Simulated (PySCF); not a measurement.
BiF3, SMILES [F][Bi]([F])[F]. Coordinates come from a B3LYP-D3(BJ)/def2-SVP optimisation. The isomer is the one that the SMILES or the coordinates give; other isomers of the formula were not compared. The def2 effective core potentials stand for the cores of Bi; spin–orbit coupling is left out.

Computed equilibrium geometry at B3LYP-D3(BJ)/def2-SVP (PySCF confirms it by a frequency run) as Cartesian coordinates in Å, and its point group:
point group C3v.
```xyz
4

Bi     0.0000     0.0000     0.2555
F      1.5064     0.8697    -0.7855
F      0.0000    -1.7395    -0.7855
F     -1.5064     0.8697    -0.7855
```
